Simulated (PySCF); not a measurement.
W(O)2(NH2)2 (H4N2O2W), SMILES [NH2][W]([NH2])(=[O])=[O], multiplicity 1.

Geometry optimised at PBE-D3(BJ)/def2-SVP. The multiplicity is an assumed one; no other spin state was optimised. The structure was generated by enumeration; whether it is a known compound was not checked. The def2 effective core potentials stand for the cores of W; spin–orbit coupling is left out. One conformer was computed; it need not be the lowest.

Calculation: PBE-D3(BJ)/def2-SVP (PySCF).

Frequencies are harmonic and unscaled.

Estimate the vibrational spectrum. (An estimate is asked for; the answer gives what the named calculation found.)


```json
[
 {"mode": "1", "ν (cm⁻¹)": "158", "IR (km/mol)": "0.0", "moving atoms (share of kinetic energy)": "H 49 %, O 30 %, N 21 %"},
 {"mode": "2", "ν (cm⁻¹)": "201", "IR (km/mol)": "1.7", "moving atoms (share of kinetic energy)": "N 38 %, O 26 %, H 22 %, W 13 %"},
 {"mode": "3", "ν (cm⁻¹)": "205", "IR (km/mol)": "3.4", "moving atoms (share of kinetic energy)": "N 71 %, H 20 %, W 8 %"},
 {"mode": "4", "ν (cm⁻¹)": "226", "IR (km/mol)": "8.1", "moving atoms (share of kinetic energy)": "O 68 %, N 14 %, W 13 %"},
 {"mode": "5", "ν (cm⁻¹)": "286", "IR (km/mol)": "1.7", "moving atoms (share of kinetic energy)": "O 88 %"},
 {"mode": "6", "ν (cm⁻¹)": "320", "IR (km/mol)": "0.0", "moving atoms (share of kinetic energy)": "H 67 %, O 27 %"},
 {"mode": "7", "ν (cm⁻¹)": "334", "IR (km/mol)": "1.6", "moving atoms (share of kinetic energy)": "H 98 %"},
 {"mode": "8", "ν (cm⁻¹)": "392", "IR (km/mol)": "115.4", "moving atoms (share of kinetic energy)": "H 79 %, N 21 %"},
 {"mode": "9", "ν (cm⁻¹)": "415", "IR (km/mol)": "269.1", "moving atoms (share of kinetic energy)": "H 78 %, N 19 %"},
 {"mode": "10", "ν (cm⁻¹)": "623", "IR (km/mol)": "0.0", "moving atoms (share of kinetic energy)": "H 80 %, N 19 %"},
 {"mode": "11", "ν (cm⁻¹)": "630", "IR (km/mol)": "12.5", "moving atoms (share of kinetic energy)": "H 79 %, N 18 %"},
 {"mode": "12", "ν (cm⁻¹)": "680", "IR (km/mol)": "124.8", "moving atoms (share of kinetic energy)": "N 74 %, H 13 %, W 13 %"},
 {"mode": "13", "ν (cm⁻¹)": "689", "IR (km/mol)": "28.8", "moving atoms (share of kinetic energy)": "N 79 %, H 14 %"},
 {"mode": "14", "ν (cm⁻¹)": "950", "IR (km/mol)": "174.8", "moving atoms (share of kinetic energy)": "O 87 %, W 12 %"},
 {"mode": "15", "ν (cm⁻¹)": "978", "IR (km/mol)": "51.4", "moving atoms (share of kinetic energy)": "O 95 %"},
 {"mode": "16", "ν (cm⁻¹)": "1458", "IR (km/mol)": "46.0", "moving atoms (share of kinetic energy)": "H 89 %, N 11 %"},
 {"mode": "17", "ν (cm⁻¹)": "1461", "IR (km/mol)": "14.2", "moving atoms (share of kinetic energy)": "H 89 %, N 11 %"},
 {"mode": "18", "ν (cm⁻¹)": "3478", "IR (km/mol)": "150.5", "moving atoms (share of kinetic energy)": "H 96 %"},
 {"mode": "19", "ν (cm⁻¹)": "3482", "IR (km/mol)": "42.7", "moving atoms (share of kinetic energy)": "H 96 %"},
 {"mode": "20", "ν (cm⁻¹)": "3579", "IR (km/mol)": "0.0", "moving atoms (share of kinetic energy)": "H 91 %, N 9 %"},
 {"mode": "21", "ν (cm⁻¹)": "3579", "IR (km/mol)": "94.0", "moving atoms (share of kinetic energy)": "H 91 %, N 9 %"}
]
```
